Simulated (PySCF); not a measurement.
Mapped SMILES: `[CH3:1][CH:2]([CH3:3])[CH:4]1[O:5][CH2:6][O:7][CH2:8][O:9]1`. Each H is labelled by its parent atom. Ha(C6), Ha(C8) are cis to C2 on the ring; Hb(C6), Hb(C8) are trans to C2 on the ring.

No relativistic terms, one conformer, rapidly exchanging positions averaged, isolated molecule. Shielding tensors at PBE0/pcSseg-1 (GIAO); structure optimised with GFN2-xTB; PySCF 2.14.0 with density-fitted response routines.

Question: Predict the 2D correlation tables (HSQC, COSY, HMBC).

Answer: 

HSQC (one-bond C–H):
```csv
δH,δC
5.42 (Ha(C6)/Ha(C8)),96.3 (C6/C8)
5.19 (Hb(C6)/Hb(C8)),96.3 (C6/C8)
4.67 (H(C4)),108.0 (C4)
1.75 (H(C2)),37.7 (C2)
1.05 (H(C1)/H(C3)),17.6 (C1/C3)
```

COSY cross peaks (H two or three bonds apart, from the bond graph; peaks can be absent where the dihedral angle is near 90°):
```csv
δH,δH
5.42 (Ha(C6)/Ha(C8)),5.19 (Hb(C6)/Hb(C8))
4.67 (H(C4)),1.75 (H(C2))
1.75 (H(C2)),1.05 (H(C1)/H(C3))
```

HMBC (two and three bonds, from the bond graph):
```csv
δH,δC
5.42 (Ha(C6)/Ha(C8)),"108.0 (C4), 96.3 (C6/C8)"
5.19 (Hb(C6)/Hb(C8)),"108.0 (C4), 96.3 (C6/C8)"
4.67 (H(C4)),"96.3 (C6/C8), 37.7 (C2), 17.6 (C1/C3)"
1.75 (H(C2)),"108.0 (C4), 17.6 (C1/C3)"
1.05 (H(C1)/H(C3)),"108.0 (C4), 37.7 (C2), 17.6 (C1/C3)"
```

Referencing at the same level of theory: $^{1}$H and $^{13}$C vs TMS.

Short H···H contacts in this conformer between protons four or more bonds apart (candidates for NOE cross peaks, intensity ∝ r⁻⁶): H(C4)···Hb(C6) 2.37 Å, H(C3)···H(C4) 2.50 Å.

Shifts are as computed. Against solution values, carbons near 30 ppm lie about +3 ppm off and those near 130 ppm about +5 ppm. Of 1211 compounds with measured shifts, 218 miss one by over three times the rms of a fit or turn the order of signals round; such compounds aren't used in these exercises.
